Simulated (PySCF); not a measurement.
Exercise with solution: chemical shift, span and skew from a shielding tensor

C5H6F2, SMILES C/C(=C\C(F)=C)F. Atoms are numbered in the order given.

```xyz
13

C     -0.7105    -2.5457     0.0000
C     -0.0940    -1.3522     0.0000
F      1.2577    -1.3299     0.0000
C     -0.7459    -0.0610     0.0000
C     -0.1839     1.1656     0.0000
C      1.2289     1.6134     0.0000
F     -1.0303     2.2157     0.0000
H     -1.7994    -2.5972     0.0000
H     -0.1265    -3.4672     0.0000
H     -1.8390    -0.0885     0.0000
H      1.4129     2.2449     0.8852
H      1.9254     0.7707     0.0000
H      1.4129     2.2449    -0.8852
```
Charge 0, spin multiplicity 1.

Coordinates come from a r2SCAN-D4/def2-SVP optimisation. The values are those of a single conformer.

GIAO shieldings from PBE/pcSseg-1 (PySCF), non-relativistic, no solvent. The symmetric part of the tensor of C6 has the principal values 149.0, 152.8, 182.2 ppm. The same nucleus in TMS has σ = 182.0 ppm at this level (PySCF, at its B3LYP-D3(BJ)/def2-TZVP geometry).

Q: Work out the isotropic shielding, the ¹³C shift against TMS, the span and the skew.

A: 
σ(iso) = (σ11 + σ22 + σ33)/3 = 161.3 ppm. δ = σ(ref) − σ(iso) = 182.0 − (161.3) = 20.7 ppm.
Span Ω = σ33 − σ11 = 33.2 ppm. Skew κ = 3(σ(iso) − σ22)/Ω = 0.77. Tumbling in solution averages the tensor to δ; in a static solid the shielding alone would spread this spin-1/2 line over Ω.
